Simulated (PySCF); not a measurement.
Tm²⁺ (thulium, charge +2) across methods

[Xe] 4f12 6s1, one real determinant (an excited configuration). All numbers are calculated (PySCF 2.14, scalar relativity by spin-free X2C-1e, in cc-pVDZ-X2C (8s7p5d3f1g, 84 functions)).

| method | E (hartree) | mean ε 4f α (eV) | mean ε 4f β (eV) | mean ε 6s α (eV) | Σ⟨r²⟩ (bohr²) | ⟨S²⟩ |
| --- | --- | --- | --- | --- | --- | --- |
| LDA | -13557.02 | -27.261 | -25.553 | -17.402 | 44.83 | 3.750 |
| PBE | -13566.22 | -27.595 | -26.000 | -17.453 | 46.14 | 3.750 |
| UHF | -13561.54195 | -40.865 | -38.245 | -19.321 | 46.31 | 3.751 |
| PBE0 | -13566.03 | -31.179 | -29.357 | -18.020 | 46.14 | 3.750 |

⟨L²⟩ = 25.17 against 30 for a pure H term, so this real determinant mixes terms. Spin-orbit coupling, absent here, splits the open shell strongly.
